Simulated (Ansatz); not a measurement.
Isolated molecules relaxed with PBE0-D4/def2-TZVP in Ansatz; ΔE leaves out vibrations. CCSD(T)/CBS is the MP2 limit (def2-TZVPP, def2-QZVPP) plus CCSD(T) − MP2 in def2-TZVPP, frozen cores. DFT in def2-TZVPP. B3LYP here is the variant with VWN-RPA as its local correlation; programs differ in this. For Br, Se outer-core shells are correlated without core-valence functions, which leaves a few kJ/mol of doubt a bond. Scalar relativity is left out up to krypton. One conformer a species, not always the lowest.

Reaction (ligand exchange at the Si–C bond): `C[SiH2]CBr` + `B[SeH]` → `B[Se][SiH2]C` + `CBr`

```json
{"level": "PBE0-D4", "ΔE (kcal/mol)": "-15.7"}
{"level": "B3LYP-D4", "ΔE (kcal/mol)": "-15.0"}
{"level": "PBE", "ΔE (kcal/mol)": "-15.1"}
{"level": "HF/def2-TZVPP", "ΔE (kcal/mol)": "-15.8"}
{"level": "MP2/def2-TZVPP", "ΔE (kcal/mol)": "-15.6"}
{"level": "CCSD(T)/def2-TZVPP", "ΔE (kcal/mol)": "-14.5"}
{"level": "HF/CBS(def2)", "ΔE (kcal/mol)": "-15.8"}
{"level": "MP2/CBS(def2)", "ΔE (kcal/mol)": "-16.3"}
```

What does CCSD(T)/CBS give? (Best estimate.)

Ansatz gave: -15.2 kcal/mol. The listed levels differ from it by -0.5, 0.2, 0.1, -0.6, -0.4, 0.7, -0.6, -1.1 kcal/mol.

Largest T1 diagnostic among the species: 0.013.
